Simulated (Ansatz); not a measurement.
Consider the redistribution: `C[O][GeH2][C]#N` + `[CH3][Ga]([CH3])[SeH]` → `C[O][GeH2][SeH]` + `[CH3][Ga]([CH3])[C]#N`.

Program: Ansatz. Geometries: PBE0-D4/def2-TZVP. ΔE: electronic, gas phase. CBS: MP2 limit from def2 TZ/QZ plus the TZ coupled-cluster correction, frozen cores. Functionals use def2-TZVPP. For Ga, Ge, Se outer-core shells are correlated without core-valence functions, which leaves a few kJ/mol of doubt a bond. Scalar relativity is left out up to krypton. Each species was taken in one conformer, which may not be the lowest.

```csv
level,ΔE (eV)
B2PLYP,0.10
SCS-MP2/def2-TZVPP,0.12
```

Q: What does CCSD(T)/CBS give? (Best estimate.)

A: Computed: +0.10 eV. The listed levels differ from it by 0.00, 0.02 eV.

Largest T1 diagnostic among the species: 0.013.
